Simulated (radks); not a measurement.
Values are calculated unless marked as measured or tabulated.
Task: All-electron atom: F+ in [He] 2s2 2p4 (the NIST ground configuration). Code: a radial shooting solver on a logarithmic mesh with Libxc functionals. Model: Dirac Kohn-Sham, BLYP, spin-unpolarised, spherical densities, finite nucleus; open shells are shared between the two j in proportion to 2j + 1; Fermi nuclear charge, rms radius 2.8976 fm. Some entries of the table are withheld. Estimate them.

| orbital | occ. | eigenvalue (eV) | <r^2> (bohr^2) | <r> (bohr) |
|---|---|---|---|---|
| 1s1/2 | 2 | (1) | (2) | 0.1763 |
| 2s1/2 | 2 | -47.2498 | 1.117 | (3) |
| 2p1/2 | 1.33333 | (4) | (5) | 0.9825 |
| 2p3/2 | 2.66667 | (6) | (7) | 0.9843 |

Result: 
(1) 1s1/2 eigenvalue (eV): -684.9607
(2) 1s1/2 <r^2> (bohr^2): 0.04196
(3) 2s1/2 <r> (bohr): 0.9624
(4) 2p1/2 eigenvalue (eV): -28.3711
(5) 2p1/2 <r^2> (bohr^2): 1.246
(6) 2p3/2 eigenvalue (eV): -28.2958
(7) 2p3/2 <r^2> (bohr^2): 1.250
